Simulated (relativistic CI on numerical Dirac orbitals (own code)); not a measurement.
## Electric-dipole lines of Hg LX

Computed by Dirac-Coulomb-Breit CI, KLI orbitals optimised for each configuration, model QED (radiative potential, 1s self-energy scaled to tabulated hydrogen-like ionisation energies), unscaled Slater integrals (own radial code, finite nucleus).

Configuration list (outside the closed core [Ne]): 3s2 3p6 3d3, 3s2 3p5 3d4, 3s 3p6 3d4, 3s2 3p6 3d2 4s, 3s2 3p6 3d2 4p, 3s2 3p6 3d2 4d, 3s2 3p5 3d3 4s, 3s2 3p6 3d2 4f, 3s2 3p5 3d3 4p, 3s 3p6 3d3 4s, 3p6 3d4 4p, 3p6 3d5, 3p5 3d6, 3p5 3d5 4s, 3p6 3d4 4s, 3p5 3d4 4s2, 3s2 3p6 3d 4s2, 3s2 3p6 4s2 4p, 3s2 3p6 4s2 4d. Double excitations out of closed p, d and f shells are left out; levels of such configurations are missing from the list, as are those of other unlisted configurations, and high levels can miss mixing partners. These lack a partner that the ground configuration has and come out too high: 3s2 3p5 3d3 4p.

| λ vac (Å) | Lower | Upper | A (s⁻¹) | E lower (Ry) | E upper (Ry) |
| --- | --- | --- | --- | --- | --- |
| 14.221 | 3s2 3p6 3d3 2G_7/2 [5] | 3s2 3p5 3d4 2D°_5/2 [145] | 5.72e+12 | 7.9715 | 72.0527 |
| 14.328 | 3s2 3p6 3d3 2H_9/2 [4] | 3s2 3p5 3d4 2F°_7/2 [144] | 8.89e+12 | 7.9201 | 71.5193 |
| 14.418 | 3s2 3p6 3d3 4F_7/2 [8] | 3s2 3p5 3d4 2F°_5/2 [160] | 6.17e+12 | 14.9781 | 78.1807 |
| 14.463 | 3s2 3p6 3d3 2H_11/2 [12] | 3s2 3p5 3d4 2G°_9/2 [166] | 7.75e+12 | 16.1272 | 79.1334 |
| 14.581 | 3s2 3p6 3d3 2F_7/2 [14] | 3s2 3p5 3d4 2F°_7/2 [168] | 6.27e+12 | 16.9496 | 79.4468 |
| 14.600 | 3s2 3p6 3d3 4F_3/2 [1] | 3s2 3p5 3d4 4D°_1/2 [137] | 1.19e+13 | 0.0000 | 62.4149 |
| 14.632 | 3s2 3p6 3d3 2H_11/2 [12] | 3s2 3p5 3d4 2H°_11/2 [161] | 8.24e+12 | 16.1272 | 78.4070 |
| 14.632 | 3s2 3p6 3d3 2G_9/2 [17] | 3s2 3p5 3d4 2F°_7/2 [190] | 7.35e+12 | 23.2368 | 85.5152 |
| 14.716 | 3s2 3p6 3d3 2D_5/2 [7] | 3s2 3p5 3d4 2D°_5/2 [145] | 6.09e+12 | 10.1282 | 72.0527 |
| 14.748 | 3s2 3p6 3d3 2G_9/2 [17] | 3s2 3p5 3d4 2H°_11/2 [187] | 5.68e+12 | 23.2368 | 85.0255 |
| 15.005 | 3s2 3p6 3d3 2H_9/2 [4] | 3s2 3p5 3d4 2H°_9/2 [140] | 4.60e+12 | 7.9201 | 68.6515 |
| 25.630 | 3s2 3p6 3d3 4F_5/2 [2] | 3s2 3p5 3d4 4F°_5/2 [73] | 1.44e+12 | 7.1308 | 42.6852 |
| 25.631 | 3s2 3p6 3d3 2H_11/2 [12] | 3s2 3p5 3d4 2G°_9/2 [121] | 2.05e+12 | 16.1272 | 51.6801 |
| 25.728 | 3s2 3p6 3d3 4F_3/2 [1] | 3s2 3p5 3d4 2D°_3/2 [35] | 2.24e+12 | 0.0000 | 35.4199 |
| 25.987 | 3s2 3p6 3d3 2H_9/2 [4] | 3s2 3p5 3d4 2H°_9/2 [76] | 1.93e+12 | 7.9201 | 42.9867 |
| 26.053 | 3s2 3p6 3d3 2D_5/2 [7] | 3s2 3p5 3d4 2D°_5/2 [83] | 1.85e+12 | 10.1282 | 45.1059 |
| 26.095 | 3s2 3p6 3d3 2G_7/2 [5] | 3s2 3p5 3d4 2G°_7/2 [74] | 1.75e+12 | 7.9715 | 42.8932 |
| 26.232 | 3s2 3p6 3d3 4F_3/2 [1] | 3s2 3p5 3d4 2F°_5/2 [34] | 1.88e+12 | 0.0000 | 34.7385 |
| 26.412 | 3s2 3p6 3d3 4F_9/2 [9] | 3s2 3p5 3d4 2H°_9/2 [109] | 1.53e+12 | 15.3632 | 49.8649 |
| 26.655 | 3s2 3p6 3d3 2H_11/2 [12] | 3s2 3p5 3d4 2H°_11/2 [113] | 1.48e+12 | 16.1272 | 50.3148 |

Terms are leading LS components. Brackets give the number of a level in order of energy, since labels repeat. The list gives strong lines, with weight on those to low levels, without lines whose two gauges differ by over a factor of 2.5, among the lowest 200 of 2434 levels, so that lines to higher ones, which can be the strongest, are missing. Levels whose partners in the same complex of configurations lie outside the list can be far off, and so can their lines. Rates are taken at the computed energies, electric ones in the length gauge.

At this charge energies of transitions that change n are usually good to better than 1 %, and those within a shell (Δn = 0) to a few per cent.

LS names give the leading component of a level, which can be under half, so a name can repeat, a term be missing and a line seem to break the LS rules.
